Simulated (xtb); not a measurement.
xtb input for CAuClO, SMILES [O+]#[C-]->[Au][Cl], multiplicity 1, GFN2-xTB. 

```
$ xtb mol.xyz --gfn 2 --sp --chrg 0 --uhf 0 --json
$ cat mol.xyz
4

Au     0.00339816     0.01964081    -0.00000000
Cl    -0.00937905    -2.15212184     0.00000000
O     -0.01614636     2.98704670    -0.00000000
C      0.00336003     1.85634568     0.00000000
```

Output:

```
[banner left out]
          |                Calculation Setup                |
           -------------------------------------------------



           -------------------------------------------------
          |                 G F N 2 - x T B                 |
           -------------------------------------------------

        Reference                      10.1021/acs.jctc.8b01176
      * Hamiltonian:
        H0-scaling (s, p, d)           1.850000    2.230000    2.230000
        zeta-weighting                 0.500000
      * Dispersion:
        s8                             2.700000
        a1                             0.520000
        a2                             5.000000
        s9                             5.000000
      * Repulsion:
        kExp                           1.500000    1.000000
        rExp                           1.000000
      * Coulomb:
        alpha                          2.000000
        third order                    shell-resolved
        anisotropic                    true
        a3                             3.000000
        a5                             4.000000
        cn-shift                       1.200000
        cn-exp                         4.000000
        max-rad                        5.000000


          ...................................................
          :                      SETUP                      :
          :.................................................:
          :  # basis functions                  28          :
          :  # atomic orbitals                  26          :
          :  # shells                           10          :
          :  # electrons                        28          :
          :  max. iterations                   250          :
          :  Hamiltonian                  GFN2-xTB          :
          :  restarted?                      false          :
          :  GBSA solvation                  false          :
          :  PC potential                    false          :
          :  electronic temp.          300.0000000     K    :
          :  accuracy                    1.0000000          :
          :  -> integral cutoff          0.2500000E+02      :
          :  -> integral neglect         0.1000000E-07      :
          :  -> SCF convergence          0.1000000E-05 Eh   :
          :  -> wf. convergence          0.1000000E-03 e    :
          :  Broyden damping             0.4000000          :
          :  net charge                          0          :
          :  unpaired electrons                  0          :
          ...................................................

 iter      E             dE          RMSdq      gap      omega  full diag
   1    -14.5927314 -0.145927E+02  0.924E+00    6.21       0.0  T
   2    -14.6733312 -0.805998E-01  0.489E+00    2.48       1.0  T
   3    -14.6759800 -0.264879E-02  0.350E+00    2.38       1.0  T
   4    -14.6822352 -0.625523E-02  0.162E+00    1.50       1.0  T
   5    -14.6800585  0.217674E-02  0.156E+00    2.39       1.0  T
   6    -14.6856064 -0.554788E-02  0.436E-01    1.77       1.0  T
   7    -14.6862293 -0.622943E-03  0.147E-01    1.94       1.0  T
   8    -14.6862502 -0.208709E-04  0.460E-02    1.90       1.1  T
   9    -14.6862528 -0.263358E-05  0.340E-02    1.91       1.5  T
  10    -14.6862550 -0.216446E-05  0.698E-03    1.91       7.2  T
  11    -14.6862549  0.100273E-06  0.722E-03    1.91       6.9  T
  12    -14.6862551 -0.184219E-06  0.371E-04    1.91     134.9  T
  13    -14.6862551 -0.164277E-09  0.189E-04    1.91     264.1  T

   *** convergence criteria satisfied after 13 iterations ***

         #    Occupation            Energy/Eh            Energy/eV
      -------------------------------------------------------------
         1        2.0000           -1.0322492             -28.0889
       ...           ...                  ...                  ...
         8        2.0000           -0.4911240             -13.3642
         9        2.0000           -0.4844876             -13.1836
        10        2.0000           -0.4844876             -13.1836
        11        2.0000           -0.4639800             -12.6255
        12        2.0000           -0.4367335             -11.8841
        13        2.0000           -0.4033114             -10.9747
        14        2.0000           -0.4033113             -10.9747 (HOMO)
        15                         -0.3332878              -9.0692 (LUMO)
        16                         -0.3332840              -9.0691
        17                         -0.0180954              -0.4924
        18                         -0.0167365              -0.4554
        19                         -0.0150840              -0.4105
       ...                                ...                  ...
        26                          0.9455655              25.7301
      -------------------------------------------------------------
                  HL-Gap            0.0700235 Eh            1.9054 eV
             Fermi-level           -0.3682995 Eh          -10.0219 eV

 SCC (total)                   0 d,  0 h,  0 min,  0.006 sec
 SCC setup                      ...        0 min,  0.000 sec (  2.469%)
 Dispersion                     ...        0 min,  0.000 sec (  0.899%)
 classical contributions        ...        0 min,  0.000 sec (  0.446%)
 integral evaluation            ...        0 min,  0.001 sec ( 14.533%)
 iterations                     ...        0 min,  0.004 sec ( 60.511%)
 molecular gradient             ...        0 min,  0.001 sec ( 19.297%)
 printout                       ...        0 min,  0.000 sec (  1.587%)

         :::::::::::::::::::::::::::::::::::::::::::::::::::::
         ::                     SUMMARY                     ::
         :::::::::::::::::::::::::::::::::::::::::::::::::::::
         :: total energy             -14.598430886419 Eh    ::
         :: gradient norm              0.000604849342 Eh/a0 ::
         :: HOMO-LUMO gap              1.905435856007 eV    ::
         ::.................................................::
         :: SCC energy               -14.686255897174 Eh    ::
         :: -> isotropic ES            0.048913254043 Eh    ::
         :: -> anisotropic ES          0.000778483881 Eh    ::
         :: -> anisotropic XC          0.002092052194 Eh    ::
         :: -> dispersion             -0.002465103432 Eh    ::
         :: repulsion energy           0.087825010755 Eh    ::
         :: add. restraining           0.000000000000 Eh    ::
         :: total charge              -0.000000000000 e     ::
         :::::::::::::::::::::::::::::::::::::::::::::::::::::

           -------------------------------------------------
          |                Property Printout                |
           -------------------------------------------------

    * Orbital Energies and Occupations

         #    Occupation            Energy/Eh            Energy/eV
      -------------------------------------------------------------
         1        2.0000           -1.0322492             -28.0889
         2        2.0000           -0.8462409             -23.0274
         3        2.0000           -0.7076775             -19.2569
         4        2.0000           -0.6680314             -18.1781
         5        2.0000           -0.6680310             -18.1780
         6        2.0000           -0.5877562             -15.9937
         7        2.0000           -0.4911241             -13.3642
         8        2.0000           -0.4911240             -13.3642
         9        2.0000           -0.4844876             -13.1836
        10        2.0000           -0.4844876             -13.1836
        11        2.0000           -0.4639800             -12.6255
Note: The following floating-point exceptions are signalling: IEEE_UNDERFLOW_FLAG IEEE_DENORMAL
normal termination of xtb
        12        2.0000           -0.4367335             -11.8841
        13        2.0000           -0.4033114             -10.9747
        14        2.0000           -0.4033113             -10.9747 (HOMO)
        15                         -0.3332878              -9.0692 (LUMO)
        16                         -0.3332840              -9.0691
        17                         -0.0180954              -0.4924
        18                         -0.0167365              -0.4554
        19                         -0.0150840              -0.4105
        20                          0.0632494               1.7211
        21                          0.0632494               1.7211
        22                          0.0663410               1.8052
        23                          0.0663410               1.8052
        24                          0.1354024               3.6845
        25                          0.7525486              20.4779
        26                          0.9455655              25.7301
      -------------------------------------------------------------
                  HL-Gap            0.0700235 Eh            1.9054 eV
             Fermi-level           -0.3682995 Eh          -10.0219 eV

     #   Z          covCN         q      C6AA      α(0)
     1  79 Au       1.865     0.327   268.257    31.375
     2  17 Cl       0.886    -0.428   113.149    16.273
     3   8 O        0.858    -0.037    15.612     5.297
     4   6 C        1.833     0.138    27.798     8.518

 Mol. C6AA /au·bohr⁶  :       1301.612516
 Mol. C8AA /au·bohr⁸  :      75981.234749
 Mol. α(0) /au        :         61.463529


Wiberg/Mayer (AO) data.
largest (>0.10) Wiberg bond orders for each atom

 ---------------------------------------------------------------------------
     #   Z sym  total        # sym  WBO       # sym  WBO       # sym  WBO
 ---------------------------------------------------------------------------
     1  79 Au   1.971 --     4 C    1.008     2 Cl   0.787     3 O    0.176
     2  17 Cl   0.990 --     1 Au   0.787     4 C    0.157
     3   8 O    2.615 --     4 C    2.394     1 Au   0.176
     4   6 C    3.559 --     3 O    2.394     1 Au   1.008     2 Cl   0.157
 ---------------------------------------------------------------------------

Topologies differ in total number of bonds
Writing topology from bond orders to xtbtopo.mol

molecular dipole:
                 x           y           z       tot (Debye)
 q only:        0.012       2.029       0.000
   full:        0.010       2.149      -0.000       5.461
molecular quadrupole (traceless):
                xx          xy          yy          xz          yz          zz
 q only:        3.280      -0.032      -6.559       0.000       0.000       3.280
  q+dip:        3.054      -0.048      -6.108       0.000       0.000       3.054
   full:        3.828      -0.029      -7.658       0.000       0.000       3.829


           -------------------------------------------------
          | TOTAL ENERGY              -14.598430886419 Eh   |
          | GRADIENT NORM               0.000604849342 Eh/α |
          | HOMO-LUMO GAP               1.905435856007 eV   |
           -------------------------------------------------

------------------------------------------------------------------------
------------------------------------------------------------------------
 total:
 SCF:
```

The calculation finished and met its thresholds.

Cost: roughly 0.06 core-seconds.
